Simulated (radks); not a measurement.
K III, 17 electrons, occupied as [Ne] 3s2 3p(up 2.875, down 2.125) (fractional occupations, a model configuration). Calculated with a radial shooting solver on a logarithmic mesh with Libxc functionals: non-relativistic Kohn-Sham, r2SCAN, spin-polarised, spherical densities, point nucleus; meta-GGA in the generalised Kohn-Sham scheme.

Unscreened Slater integrals over Kohn-Sham orbitals (cm^-1). They are taken over the spin-up orbitals.

integral,value
"F0(3p,3p)",146700
"F2(3p,3p)",74326
"F0(3p,3s)",152630
"G1(3p,3s)",101990
"F0(3p,2p)",199050
"F2(3p,2p)",36121
"G0(3p,2p)",14228
"G2(3p,2p)",14475
"F0(3s,3s)",159370
"F0(3s,2p)",211500
"G1(3s,2p)",16251
"F0(2p,2p)",573280
"F2(2p,2p)",267800

Derived for the open shells (J is the average intra-shell exchange parameter used in DFT+U). 3p: J = F2/5 = 14870 cm^-1.
